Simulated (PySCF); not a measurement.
# Ge²⁶⁺: ionisation energy

Ge²⁶⁺ [He] 2s2 2p2 (3P) → Ge²⁷⁺ [He] 2s2 2p1 (2P), as a difference of total energies. All numbers are calculated (PySCF 2.14, no relativity, point nucleus, in an uncontracted even-tempered set (15 s from 7 bohr⁻², ratio 2.5; 9 p from 9.1 bohr⁻², ratio 2.5; 5 d from 38 bohr⁻², ratio 2.7; 4 f from 56 bohr⁻², ratio 2.7)). Correlated levels: nothing frozen; virtual orbitals above 40 to 60 times the deepest correlated orbital energy dropped. The calculations carry no spin-orbit coupling.

```tsv
method	ionisation energy (eV)
UHF	2712.7
MP2 (all electrons)	2712.1
SCS-MP2 (all electrons)	2711.7
CCSD (all electrons)	2710.6
CCSD(T) (all electrons)	2710.6
```

How much does correlation contribute at CCSD(T) (all electrons)?

2710.6 − (2712.7) = -2.1 eV, measured against UHF.

Spin-orbit coupling is strong in these open shells (close to jj coupling). The scalar numbers leave it out and a first-order estimate fails, so it can dominate the gap to the real levels.

The gap to the reference is mostly relativistic.

For comparison: 2737.1 ± 2.3 eV (semi-empirical (NIST evaluation); NIST Atomic Spectra Database, ionization energies).
